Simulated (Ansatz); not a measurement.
```yaml
crystal:
  periodic: [false, false, false]
  atoms:
    - {symbol: C, position_ang: [-0.968545, 1.564194, -0.094373]}
    - {symbol: Si, position_ang: [-0.242926, 0.239712, 1.012294]}
    - {symbol: Si, position_ang: [1.429186, -0.938700, -0.117934]}
    - {symbol: Te, position_ang: [0.441946, -1.918677, -2.202475]}
    - {symbol: H, position_ang: [-0.210815, 2.304909, -0.358689]}
    - {symbol: H, position_ang: [-1.790608, 2.079416, 0.407292]}
    - {symbol: H, position_ang: [-1.347370, 1.121255, -1.017819]}
    - {symbol: H, position_ang: [-1.285571, -0.749651, 1.406963]}
    - {symbol: h, position_ang: [0.313699, 0.835754, 2.260932]}
    - {symbol: H, position_ang: [2.500722, -0.039045, -0.627593]}
    - {symbol: H, position_ang: [2.066158, -1.991550, 0.718887]}
    - {symbol: H, position_ang: [-0.828877, -2.562820, -1.353385]}
basis:
  gaussian: {orbitals: def2-SVPD, final_grid: {core_spheres: 5, valence_spheres: 4, degree: 11}}
hamiltonian: {xc: {name: B97}}
output: {forces: true}
```

```sh
$ ansatz run in.yaml --threads 4 --pin off --events-out ev --progress --plain --max-ram 10444MiB
```

Output, abridged:

```
Error: YAML parse error: error: line 12 column 16: `h` is not an element symbol (H … Og, case-exact)
10 |     - {symbol: H, position_ang: [-1.347370, 1.121255, -1.017819]}
11 |     - {symbol: H, position_ang: [-1.285571, -0.749651, 1.406963]}
12 |     - {symbol: h, position_ang: [0.313699, 0.835754, 2.260932]}
13 |     - {symbol: H, position_ang: [2.500722, -0.039045, -0.627593]}
14 |     - {symbol: H, position_ang: [2.066158, -1.991550, 0.718887]}
```

**Question.** What is wrong with this run?

**Answer.** An element symbol is wrong. The program refused the input.
